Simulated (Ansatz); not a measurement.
Molecular dynamics of CH5ClOSn

Input file:

```yaml
crystal:
  periodic: [false, false, false]
  atoms:
    - { symbol: Sn, position_ang: [-0.023527, -0.093483, -0.159724] }
    - { symbol: Cl, position_ang: [-0.014577, 0.149255, 2.213238] }
    - { symbol: H, position_ang: [1.613143, 0.160679, -0.516001] }
    - { symbol: O, position_ang: [-0.97329, 1.549769, -0.693251] }
    - { symbol: H, position_ang: [-1.935224, 1.651938, -0.381848] }
    - { symbol: C, position_ang: [-1.12582, -1.953016, -0.746251] }
    - { symbol: H, position_ang: [-1.352425, -2.505208, 0.191517] }
    - { symbol: H, position_ang: [-2.053073, -1.716596, -1.355842] }
    - { symbol: H, position_ang: [-0.499507, -2.611105, -1.391631] }
basis:
  gaussian: { orbitals: def2-SVP }
hamiltonian:
  xc: cam_b3lyp
md:
  timestep: 0.5
  n_steps: 100
  ensemble: nve
  temperature: 700.0
  initial_velocities: maxwell_boltzmann
  seed: 87233
  masses: [{ species: H, mass: 10.0 }]
```

Run as:

```bash
$ ansatz run input.yaml --threads 2 --pin off --max-ram 3072MiB --backend cpu --events-out ev --progress --plain --runs-dir out
```

It goes on from the last frame of an earlier run, with new velocities.

Output, in part (one step line in 2, the closing report, with atoms numbered from 0):

```
md step     0: t =     0.00 fs  T =   700.0 K  F+E_penalty+E_count = -21512.82196418 eV  E_kin = 0.633374 eV  conserved = -21512.18859019 eV  (28 SCF iters)
md step     2: t =     1.00 fs  T =   722.2 K  F+E_penalty+E_count = -21512.84213009 eV  E_kin = 0.653484 eV  conserved = -21512.18864566 eV  (32 SCF iters)
md step     4: t =     2.00 fs  T =   733.9 K  F+E_penalty+E_count = -21512.85277342 eV  E_kin = 0.664076 eV  conserved = -21512.18869693 eV  (32 SCF iters)
md step     6: t =     3.00 fs  T =   731.7 K  F+E_penalty+E_count = -21512.85074985 eV  E_kin = 0.662022 eV  conserved = -21512.18872823 eV  (33 SCF iters)
md step     8: t =     4.00 fs  T =   713.6 K  F+E_penalty+E_count = -21512.83440282 eV  E_kin = 0.645688 eV  conserved = -21512.18871459 eV  (32 SCF iters)
md step    10: t =     5.00 fs  T =   681.2 K  F+E_penalty+E_count = -21512.80503767 eV  E_kin = 0.616403 eV  conserved = -21512.18863419 eV  (32 SCF iters)
md step    12: t =     6.00 fs  T =   640.6 K  F+E_penalty+E_count = -21512.76809495 eV  E_kin = 0.579605 eV  conserved = -21512.18848961 eV  (33 SCF iters)
md step    14: t =     7.00 fs  T =   601.7 K  F+E_penalty+E_count = -21512.73278652 eV  E_kin = 0.544462 eV  conserved = -21512.18832490 eV  (27 SCF iters)
md step    16: t =     8.00 fs  T =   575.9 K  F+E_penalty+E_count = -21512.70931009 eV  E_kin = 0.521095 eV  conserved = -21512.18821483 eV  (27 SCF iters)
md step    18: t =     9.00 fs  T =   570.4 K  F+E_penalty+E_count = -21512.70435758 eV  E_kin = 0.516136 eV  conserved = -21512.18822169 eV  (28 SCF iters)
md step    20: t =    10.00 fs  T =   584.8 K  F+E_penalty+E_count = -21512.71749234 eV  E_kin = 0.529144 eV  conserved = -21512.18834832 eV  (26 SCF iters)
md step    22: t =    11.00 fs  T =   610.6 K  F+E_penalty+E_count = -21512.74102234 eV  E_kin = 0.552489 eV  conserved = -21512.18853369 eV  (27 SCF iters)
md step    24: t =    12.00 fs  T =   635.4 K  F+E_penalty+E_count = -21512.76358835 eV  E_kin = 0.574892 eV  conserved = -21512.18869617 eV  (25 SCF iters)
md step    26: t =    13.00 fs  T =   648.0 K  F+E_penalty+E_count = -21512.77507775 eV  E_kin = 0.586299 eV  conserved = -21512.18877922 eV  (33 SCF iters)
md step    28: t =    14.00 fs  T =   642.5 K  F+E_penalty+E_count = -21512.77015464 eV  E_kin = 0.581387 eV  conserved = -21512.18876807 eV  (32 SCF iters)
md step    30: t =    15.00 fs  T =   619.6 K  F+E_penalty+E_count = -21512.74931975 eV  E_kin = 0.560640 eV  conserved = -21512.18867956 eV  (32 SCF iters)
md step    32: t =    16.00 fs  T =   585.1 K  F+E_penalty+E_count = -21512.71797681 eV  E_kin = 0.529431 eV  conserved = -21512.18854598 eV  (32 SCF iters)
md step    34: t =    17.00 fs  T =   548.2 K  F+E_penalty+E_count = -21512.68442872 eV  E_kin = 0.496023 eV  conserved = -21512.18840542 eV  (33 SCF iters)
md step    36: t =    18.00 fs  T =   518.5 K  F+E_penalty+E_count = -21512.65747235 eV  E_kin = 0.469178 eV  conserved = -21512.18829478 eV  (26 SCF iters)
md step    38: t =    19.00 fs  T =   503.7 K  F+E_penalty+E_count = -21512.64404264 eV  E_kin = 0.455800 eV  conserved = -21512.18824301 eV  (32 SCF iters)
md step    40: t =    20.00 fs  T =   507.4 K  F+E_penalty+E_count = -21512.64737601 eV  E_kin = 0.459113 eV  conserved = -21512.18826294 eV  (32 SCF iters)
md step    42: t =    21.00 fs  T =   528.1 K  F+E_penalty+E_count = -21512.66619269 eV  E_kin = 0.477845 eV  conserved = -21512.18834769 eV  (32 SCF iters)
md step    44: t =    22.00 fs  T =   560.0 K  F+E_penalty+E_count = -21512.69514772 eV  E_kin = 0.506675 eV  conserved = -21512.18847271 eV  (32 SCF iters)
md step    46: t =    23.00 fs  T =   594.3 K  F+E_penalty+E_count = -21512.72634140 eV  E_kin = 0.537735 eV  conserved = -21512.18860639 eV  (32 SCF iters)
md step    48: t =    24.00 fs  T =   621.8 K  F+E_penalty+E_count = -21512.75132032 eV  E_kin = 0.562602 eV  conserved = -21512.18871867 eV  (33 SCF iters)
md step    50: t =    25.00 fs  T =   634.7 K  F+E_penalty+E_count = -21512.76303134 eV  E_kin = 0.574247 eV  conserved = -21512.18878400 eV  (32 SCF iters)
md step    52: t =    26.00 fs  T =   628.5 K  F+E_penalty+E_count = -21512.75749134 eV  E_kin = 0.568710 eV  conserved = -21512.18878116 eV  (31 SCF iters)
md step    54: t =    27.00 fs  T =   603.9 K  F+E_penalty+E_count = -21512.73511704 eV  E_kin = 0.546420 eV  conserved = -21512.18869742 eV  (28 SCF iters)
md step    56: t =    28.00 fs  T =   566.8 K  F+E_penalty+E_count = -21512.70140792 eV  E_kin = 0.512866 eV  conserved = -21512.18854205 eV  (31 SCF iters)
md step    58: t =    29.00 fs  T =   528.1 K  F+E_penalty+E_count = -21512.66617932 eV  E_kin = 0.477818 eV  conserved = -21512.18836128 eV  (31 SCF iters)
md step    60: t =    30.00 fs  T =   500.0 K  F+E_penalty+E_count = -21512.64060797 eV  E_kin = 0.452377 eV  conserved = -21512.18823049 eV  (31 SCF iters)
md step    62: t =    31.00 fs  T =   491.2 K  F+E_penalty+E_count = -21512.63268346 eV  E_kin = 0.444470 eV  conserved = -21512.18821322 eV  (26 SCF iters)
md step    64: t =    32.00 fs  T =   503.1 K  F+E_penalty+E_count = -21512.64349197 eV  E_kin = 0.455177 eV  conserved = -21512.18831469 eV  (26 SCF iters)
md step    66: t =    33.00 fs  T =   528.8 K  F+E_penalty+E_count = -21512.66693188 eV  E_kin = 0.478455 eV  conserved = -21512.18847652 eV  (25 SCF iters)
md step    68: t =    34.00 fs  T =   557.5 K  F+E_penalty+E_count = -21512.69309988 eV  E_kin = 0.504479 eV  conserved = -21512.18862132 eV  (32 SCF iters)
md step    70: t =    35.00 fs  T =   579.4 K  F+E_penalty+E_count = -21512.71291390 eV  E_kin = 0.524215 eV  conserved = -21512.18869933 eV  (32 SCF iters)
md step    72: t =    36.00 fs  T =   588.6 K  F+E_penalty+E_count = -21512.72123736 eV  E_kin = 0.532535 eV  conserved = -21512.18870214 eV  (32 SCF iters)
md step    74: t =    37.00 fs  T =   584.5 K  F+E_penalty+E_count = -21512.71755648 eV  E_kin = 0.528907 eV  conserved = -21512.18864916 eV  (31 SCF iters)
md step    76: t =    38.00 fs  T =   570.7 K  F+E_penalty+E_count = -21512.70495567 eV  E_kin = 0.516390 eV  conserved = -21512.18856548 eV  (32 SCF iters)
md step    78: t =    39.00 fs  T =   552.7 K  F+E_penalty+E_count = -21512.68855574 eV  E_kin = 0.500082 eV  conserved = -21512.18847397 eV  (26 SCF iters)
md step    80: t =    40.00 fs  T =   536.8 K  F+E_penalty+E_count = -21512.67406495 eV  E_kin = 0.485672 eV  conserved = -21512.18839273 eV  (25 SCF iters)
md step    82: t =    41.00 fs  T =   528.5 K  F+E_penalty+E_count = -21512.66654039 eV  E_kin = 0.478201 eV  conserved = -21512.18833932 eV  (26 SCF iters)
md step    84: t =    42.00 fs  T =   531.5 K  F+E_penalty+E_count = -21512.66924337 eV  E_kin = 0.480914 eV  conserved = -21512.18832951 eV  (32 SCF iters)
md step    86: t =    43.00 fs  T =   546.3 K  F+E_penalty+E_count = -21512.68264361 eV  E_kin = 0.494270 eV  conserved = -21512.18837367 eV  (32 SCF iters)
md step    88: t =    44.00 fs  T =   569.6 K  F+E_penalty+E_count = -21512.70387202 eV  E_kin = 0.515404 eV  conserved = -21512.18846797 eV  (32 SCF iters)
md step    90: t =    45.00 fs  T =   595.0 K  F+E_penalty+E_count = -21512.72700522 eV  E_kin = 0.538413 eV  conserved = -21512.18859260 eV  (31 SCF iters)
md step    92: t =    46.00 fs  T =   614.1 K  F+E_penalty+E_count = -21512.74434059 eV  E_kin = 0.555626 eV  conserved = -21512.18871450 eV  (32 SCF iters)
md step    94: t =    47.00 fs  T =   618.6 K  F+E_penalty+E_count = -21512.74848277 eV  E_kin = 0.559689 eV  conserved = -21512.18879399 eV  (32 SCF iters)
md step    96: t =    48.00 fs  T =   603.4 K  F+E_penalty+E_count = -21512.73479136 eV  E_kin = 0.545996 eV  conserved = -21512.18879522 eV  (32 SCF iters)
md step    98: t =    49.00 fs  T =   569.0 K  F+E_penalty+E_count = -21512.70353775 eV  E_kin = 0.514837 eV  conserved = -21512.18870047 eV  (32 SCF iters)
md step   100: t =    50.00 fs  T =   522.0 K  F+E_penalty+E_count = -21512.66086907 eV  E_kin = 0.472341 eV  conserved = -21512.18852763 eV  (29 SCF iters)
Total energy: -21512.66099373 eV, -790.5757097144 hartree
Atom 0 at    -0.144611    -0.130417    -0.087272 Å, force     0.725619    -0.011505     0.082417 eV/Å
Atom 1 at     0.174164     0.196843     2.255139 Å, force    -0.346253    -0.044837    -0.351446 eV/Å
Atom 2 at     1.452023     0.028575    -0.682966 Å, force     0.011283    -0.046338     0.013295 eV/Å
Atom 3 at    -1.060425     1.376953    -0.974601 Å, force     0.972336    -1.276340    -1.029400 eV/Å
Atom 4 at    -1.546005     1.924884    -0.405092 Å, force    -1.239627     1.413950     1.296378 eV/Å
Atom 5 at    -1.079135    -1.933968    -0.798619 Å, force     1.856832     1.258266    -0.691056 eV/Å
Atom 6 at    -1.314259    -2.629947    -0.014400 Å, force    -1.016698    -0.346624     0.316816 eV/Å
Atom 7 at    -1.784216    -1.479599    -1.522680 Å, force    -0.306248    -0.936603     0.453060 eV/Å
Atom 8 at    -0.182993    -2.340855    -1.324255 Å, force    -0.657244    -0.009968    -0.090064 eV/Å
Dipole moment:    -0.208986    -0.328727    -0.179557 e Å
```

All steps were run. The conserved energy stayed within 0.043 meV per atom of its start (net change 0.0069 meV per atom), so the integration is sound. A run of 0.05 ps of so small a system gives no equilibrium averages.

The same pairs are bonded in the first frame and the last. Pairs count as bonded within 1.25 times the sum of covalent radii (0.12 Å more for H–H).

Last frame:

```xyz
9
Properties=species:S:1:pos:R:3
Sn -0.145 -0.130 -0.087
Cl 0.174 0.197 2.255
H 1.452 0.029 -0.683
O -1.060 1.377 -0.975
H -1.546 1.925 -0.405
C -1.079 -1.934 -0.799
H -1.314 -2.630 -0.014
H -1.784 -1.480 -1.523
H -0.183 -2.341 -1.324
```

The run took 4.6 min on 2 threads of Arm Neoverse V2, on a shared host, peak memory 0.25 GiB.
